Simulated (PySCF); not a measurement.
Species: n-GeGeGeGeH10.
Bonds: Ge1–Ge2, Ge2–Ge3, Ge3–Ge4. Hydrogens: H5, H6, H7 on Ge1; H8, H9 on Ge2; H10, H11 on Ge3; H12, H13, H14 on Ge4.

A linear-response calculation (PySCF, def2-SVPD basis, gas phase, vertical, core orbitals frozen in the response) gave these numbers; the functional is withheld.

Orbital energies (eV): HOMO-3 -10.53, HOMO-2 -9.96, HOMO-1 -9.68, HOMO -8.64, LUMO 0.27, LUMO+1 0.72, LUMO+2 0.72.

```tsv
state	E (eV)	f	main configurations (H = HOMO, L = LUMO)
S1	6.41	1.022	H→L (89%)
S2	6.66	0.0001	H→L+1/L+2 (≥91%)
S3	6.74	0.037	H→L+1/L+2 (≥87%)
S4	6.89	0.0013	H→L+4 (90%)
S5	7.03	0.0000	H→L+3 (77%), H→L+7 (11%)
S6	7.25	0.130	H-1→L (90%)
```

Triplets (Tamm–Dancoff): T1 5.50 eV, H→L (83%); T2 6.15 eV, H→L+1/L+2 (≥68%), H→L+3 (10%); T3 6.18 eV, H→L+1/L+2 (≥66%).

Vertical ionisation energy by ΔSCF with the same functional: 9.23 eV. Mean static polarisability: 142.2 au.

Orbitals of the list HOMO-3 to LUMO+2 that lie within 0.01 eV of each other are written together with a slash and their weights summed (≥ marks a lower bound); for degenerate orbitals outside that list single weights are arbitrary.

Question: Which of these was used?
A. PBE
B. PBE0
C. HF
D. CAM-B3LYP

Answer: D. CAM-B3LYP is range-separated, 19% exact exchange at short range and 65% at long range (ω = 0.33 bohr⁻¹). In this run −ε(HOMO) = 8.64 eV differs from the ΔSCF value by -0.59 eV, and S1 differs from the orbital gap of 8.92 eV by -2.51 eV. The ratio −ε(HOMO)/IP is 0.94. Usual ranges for neutral molecules in this basis: 0.85 to 0.93 with CAM-B3LYP, 0.5 to 0.7 with PBE, 0.7 to 0.83 with PBE0; with Hartree–Fock the ratio is 1 or more (Koopmans' value less the relaxation energy is the ΔSCF value).

The calculation used PySCF 2.14.0, density-fitted response routines, TDDFT CAM-B3LYP/def2-SVPD, vertical, gas phase, core orbitals frozen in the response. One conformer (not necessarily the lowest) at the PBE0-D3(BJ)/def2-SVP geometry, without solvent, vibrations or thermal averaging. The CAM-B3LYP/def2-SVPD calculation is non-relativistic and has no spin–orbit coupling, an omission that weighs most on germanium.
